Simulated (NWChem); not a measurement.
ZnGeH4O; SMILES [OH][Zn][GeH3]

```xyz
7

Zn     0.0156    -0.9229    -0.0003
O     -0.1017    -2.6985     0.0009
H      0.7247    -3.1901    -0.0012
Ge    -0.0104     1.4496     0.0002
H     -1.3021     2.0110    -0.6307
H      0.0836     2.0295     1.4274
H      1.1720     2.0362    -0.8003
```
Atoms are numbered in this order, from 1.

Results from NWChem. Pople sets run with spherical d functions. The geometry was optimised at PBE0/def2-SVP.

For level TPSS/6-31G*:

```
Quantity                     Result
---------------------------  ------
highest occupied level (eV)   -6.32
orbital gap (eV)               5.19
dipole (D)                     1.41
```

**Question.** How do the values read with level TPSS/3-21G instead?

**Answer.** The highest occupied level (eV) comes out as -5.98. The orbital gap (eV) comes out as 4.77 and the dipole (D) is 1.59.
